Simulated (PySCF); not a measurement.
**Radial density of O²⁺ (oxygen, charge +2)**

UHF, [He] 2s2 2p1 3d1, one real determinant (an excited configuration). All numbers are calculated (PySCF 2.14, the spin-free X2C one-electron Hamiltonian (Gaussian nucleus), in dyall-av3z (15s9p3d2f, 71 functions)).

```
r (bohr)  4πr²ρ (e/bohr)  4πr²(ρα − ρβ)
 0.00267         0.02885         0.0000
 0.00448         0.07818         0.0000
 0.00754          0.2081         0.0000
  0.0127          0.5369         0.0000
  0.0213           1.312        -0.0001
  0.0359           2.929         0.0002
  0.0604           5.598         0.0027
   0.102           8.248         0.0183
   0.171           7.893         0.0931
   0.287           3.980         0.3480
   0.483           2.370         0.8478
   0.813           3.268         1.0474
    1.37           1.535         0.5643
    2.30          0.5629         0.5047
    3.87          0.1309         0.1308
    6.51       2.025e-05         0.0000
```

Densities and radii are taken from the X2C orbitals without a picture-change correction, which distorts them close to the nucleus.

⟨L²⟩ = 8.01 against 12 for a pure F term, so this real determinant mixes terms. The outer electron is Rydberg-like, and this basis confines it to a smaller radius and binds it less than a complete one would.
